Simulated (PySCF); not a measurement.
Species: C2H6OSeSi.
Geometry (PBE0-D3(BJ)/def2-SVP, Å), atoms numbered from 1 in this order:
```xyz
11
C2H6OSeSi angstrom
C     -1.6277    0.1729   -0.5003
C     -0.1517   -0.1115   -0.4778
O      0.4036   -0.6871   -1.3855
Si     0.8803    0.4836    1.0775
Se     2.9966   -0.1579    0.6038
H     -1.7975    1.2600   -0.4338
H     -2.1103   -0.2789    0.3817
H     -2.0772   -0.2228   -1.4216
H      0.7141    1.9626    1.2226
H      0.3074   -0.1510    2.3045
H      2.4194   -0.7111   -0.6466
```

Method used: PySCF, PBE0-D3(BJ)/def2-SVP geometry optimisation, gas phase.

Take the most abundant isotopes and a rigid rotor. The values belong to one conformer with, in the numbering `[CH3:1][C:2](=[O:3])[SiH2:4][SeH:5]`, C1–C2–Si4–Se5 -179°, C2–Si4–Se5–H -1°.

(1) What are A, B and C (MHz)?

(2) What kind of rotor is it?

(3) What does the inertial defect say?

(4) Give the other two planar moments, Paa and Pbb, and the rms extents of the mass along the axes.

(5) Which types of transition are allowed, and where do some lines up to J = 2 fall?

(6) Estimate the classical rotational partition function at 10 K, 200 K and 500 K.

Results:

(1) Ia = 84.65, Ib = 433.64, Ic = 509.28 u·Å²; 505379 MHz·u·Å²/I gives A = 5971, B = 1165, C = 992.3 MHz.

(2) A near-prolate asymmetric top; Ray's κ = -0.930.

(3) Not planar: Δ = Ic − Ia − Ib = -9.01 u·Å². For a rigid frame Δ = −2 Σ m c², so Σ m c² = 4.51 u·Å² lies off the ab plane, practically all of it from hydrogen. The atom farthest from that plane is 1.21 Å away.

(4) Paa = Σ m a² = (Ib + Ic − Ia)/2 = 429.14 and Pbb = Σ m b² = (Ia + Ic − Ib)/2 = 80.14 u·Å². With the mass M = 153.94 u, the rms extents √(P/M) along a, b and c are 1.67, 0.72, 0.17 Å.

(5) The dipole components are |μa| = 2.38 D, |μb| = 1.68 D, |μc| = 0.00 D; the mirror of this Cs structure is the ab plane, so μc vanishes by symmetry and there are no c-type lines. Intensities carry the squares of the components, which stand as 1.00 : 0.50 (a : b). Some lines, for components of 0.1 D or more:

```tsv
type	branch	J(Ka,Kc)	MHz	lower level (cm⁻¹)
a	Q	2(1,1) ← 2(1,2)	519	0.370
a	R	1(0,1) ← 0(0,0)	2158	0.000
a	R	2(1,2) ← 1(1,1)	4142	0.232
a	R	2(0,2) ← 1(0,1)	4311	0.072
a	R	2(1,1) ← 1(1,0)	4489	0.238
b	Q	1(1,0) ← 1(0,1)	4978	0.072
b	Q	2(1,1) ← 2(0,2)	5156	0.216
b	R	1(1,1) ← 0(0,0)	6963	0.000
b	R	2(1,2) ← 1(0,1)	8948	0.072
b	Q	2(2,0) ← 2(1,1)	14420	0.388
b	Q	2(2,1) ← 2(1,2)	14935	0.370
b	R	2(2,1) ← 1(1,0)	18904	0.238
b	R	2(2,0) ← 1(1,1)	19082	0.232
```

(6) Point group Cs, symmetry number σ = 1; q = (√π/σ)·√((kT/h)³/(ABC)), k/h = 20836.6 MHz/K: 2030 at 10 K, 181000 at 200 K, 717000 at 500 K.

Stationary, but not proved a minimum. Constants of a rigid frame at the computed geometry: no zero-point averaging, no centrifugal distortion. A rigid rotor knows nothing of internal rotation, which can split or shift real lines.
